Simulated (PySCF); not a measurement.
C4H7O, SMILES C[CH]C(C)=O, multiplicity 2.

Geometry: B3LYP-D3(BJ)/def2-SVP. The isomer is the one that the SMILES or the coordinates give; other isomers of the formula were not compared. Other conformers were not sampled.

Calculation: PySCF with TDA-PBE/def2-SVPD.

Vertical excitations. The molecule is in vacuum.

```csv
state,energy (eV),λ (nm),f,main pairs
root 1,1.37,904,0.000,β HOMO→LUMO 100 %
root 2,4.37,284,0.009,"α HOMO→LUMO 24 %, β HOMO−1→LUMO 72 %"
root 3,4.71,263,0.001,β HOMO−2→LUMO 97 %
root 4,4.91,253,0.000,"α HOMO−1→LUMO 46 %, β HOMO−3→LUMO 44 %, β HOMO→LUMO+1 9 %"
root 5,4.98,249,0.000,"α HOMO−1→LUMO 34 %, β HOMO−3→LUMO 55 %"
root 6,5.46,227,0.001,"α HOMO−1→LUMO 17 %, β HOMO→LUMO+1 82 %"
root 7,5.56,223,0.000,α HOMO→LUMO+1 98 %
root 8,5.62,221,0.001,"α HOMO−1→LUMO+1 6 %, β HOMO→LUMO+2 91 %"
root 9,5.63,220,0.000,β HOMO−4→LUMO 97 %
root 10,5.68,218,0.096,"α HOMO→LUMO 51 %, α HOMO−1→LUMO+1 17 %, β HOMO−1→LUMO 15 %, β HOMO−7→LUMO 8 %"
```
Unrestricted roots are not spin-pure.
